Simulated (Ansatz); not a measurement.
Program: Ansatz. Geometries: PBE0-D4/def2-TZVP. ΔE: electronic, gas phase. CCSD(T)/CBS is the MP2 limit (def2-TZVPP, def2-QZVPP) plus CCSD(T) − MP2 in def2-TZVPP, frozen cores. DFT in def2-TZVPP. B3LYP here is the variant with VWN-RPA as its local correlation; programs differ in this. For As outer-core shells are correlated without core-valence functions, which leaves a few kJ/mol of doubt a bond. Scalar relativity is left out up to krypton. Each species was taken in one conformer, which may not be the lowest.

Consider the formal exchange of groups at a B–C bond: `CCB1CC1` + `OCC[AsH2]` → `[AsH2]CB1CC1` + `CCCO`.

Q: Is it downhill or uphill in electronic energy at CCSD(T)/CBS, and by how much? (Best estimate.)

A: Computed: Downhill: ΔE = -35.4 kJ/mol.

Q: What do these levels give: PBE-D4, r2SCAN-D4, PBE0-D4, ωB97X-V, ωB97M-V, B2PLYP, B3LYP, HF/def2-TZVPP, SCS-MP2/def2-TZVPP, MP2/def2-QZVPP, SCS-MP2/def2-QZVPP, HF/CBS(def2)? (An estimate is asked.)

A: The calculation gave: PBE-D4 -38.8, r2SCAN-D4 -37.9, PBE0-D4 -37.2, ωB97X-V -31.5, ωB97M-V -34.0, B2PLYP -35.0, B3LYP -33.5, HF/def2-TZVPP -27.2, SCS-MP2/def2-TZVPP -35.1, MP2/def2-QZVPP -37.4, SCS-MP2/def2-QZVPP -34.5, HF/CBS(def2) -27.2 kJ/mol.

Largest T1 diagnostic among the species: 0.011.

In def2-TZVPP, CCSD(T) changes the Hartree–Fock value by −9.2 kJ/mol (the triples alone add −2.2 kJ/mol) and MP2 by −10.8 kJ/mol.
